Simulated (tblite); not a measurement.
Species: C7H13P.
SMILES with atom numbers: `[CH2:1]=[CH:2][C@@H:3]1[CH2:4][CH2:5][P:6]1[CH2:7][CH3:8]` (hydrogens: H9, H10 on C1; H11 on C2; H12 on C3; H13, H14 on C4; H15, H16 on C5; H17, H18 on C7; H19, H20, H21 on C8)

Geometry (GFN2-xTB, Å), atoms numbered from 1 in this order:
```xyz
21
C7H13P angstrom
C     -1.7603   -0.7068   -1.4329
C     -1.2442   -1.2319   -0.3334
C     -0.8957   -0.5175    0.9137
C     -1.2187    0.9721    1.0980
C      0.0824    1.3545    1.8141
P      0.9608   -0.2124    1.2651
C      1.5183    0.3787   -0.4146
C      2.0800   -0.7703   -1.2419
H     -1.9678   -1.3111   -2.2996
H     -2.0190    0.3350   -1.5175
H     -1.0189   -2.2925   -0.3069
H     -1.2604   -1.0950    1.7712
H     -2.1283    1.1624    1.6697
H     -1.3071    1.4891    0.1448
H      0.5451    2.2885    1.4974
H     -0.0272    1.3658    2.8990
H      2.2997    1.1243   -0.2369
H      0.6936    0.8602   -0.9440
H      2.4756   -0.4042   -2.1879
H      2.8815   -1.2724   -0.7033
H      1.3016   -1.4996   -1.4547
```

Level: GFN2-xTB in tblite, geometry and Hessian alike; calculated harmonic values, unscaled, isolated species. Against measured fundamentals such values can be off by several per cent, at times by over 20. One conformer, not necessarily the lowest.

Harmonic wavenumbers (cm⁻¹): 69.8, 84.7, 116.1, 165.4, 188.6, 204.6, 261.8, 286.5, 331.3, 497.8, 523.1, 592.4, 663.8, 696.7, 737.0, 756.5, 785.5, 881.1, 909.9, 942.2, 983.4, 1004.2, 1016.0, 1017.9, 1031.5, 1048.7, 1076.5, 1120.9, 1153.0, 1162.8, 1206.5, 1223.9, 1251.6, 1257.0, 1298.8, 1320.5, 1407.3, 1422.3, 1433.3, 1445.9, 1490.7, 1496.2, 1501.1, 1698.4, 2903.0, 2936.7, 2958.4, 2967.3, 2980.1, 2986.5, 3016.0, 3017.2, 3026.3, 3029.7, 3037.3, 3106.5, 3124.5.

A = 1850, B = 1786, C = 1121 MHz; mass 128.075 u (most abundant isotopes); point group C1, symmetry number 1.

Problem. Zero-point energy?

Solution. Half the sum of the wavenumbers: 39426 cm⁻¹ = 112.73 kcal/mol.

Problem. What is S at 298.15 K and 1 bar for an ideal gas of classical rigid rotors and harmonic oscillators?

Solution. Translation 40.48, rotation 28.85, vibration 26.90: S = 96.2 cal/(mol K).

Problem. And Cp and H(298.15 K) − H(0)?

Solution. Cp = 38.16 cal/(mol K), of which vibrations give 30.21 (their classical limit is 57 R = 113.3); H(298.15 K) − H(0) = 6.76 kcal/mol without the zero-point energy, 4.39 from vibrations.

Problem. What must be added to the electronic energy to get the Gibbs energy at 298.15 K and 1 bar?

Solution. ZPE + [H(298.15 K) − H(0)] − T·S = 112.73 + 6.76 − 28.69 = 90.80 kcal/mol.

Problem. Blend soft modes into free rotors: weight 1/[1 + (100 cm⁻¹/ν̃)⁴] for the oscillator and the rest for a rotor with moment μB/(μ + B), μ = h/(8π²ν), B = 10⁻⁴⁴ kg m². What vibrational entropy results?

Solution. 25.47 cal/(mol K) in place of 26.90, which changes −T·S at 298.15 K by +0.43 kcal/mol.

Hindered rotation and anharmonicity are outside this model. Other conformers, if any are populated, would add a mixing term that is left out. The structure is chiral; the term R ln 2 for an equal mix with its mirror image is left out.
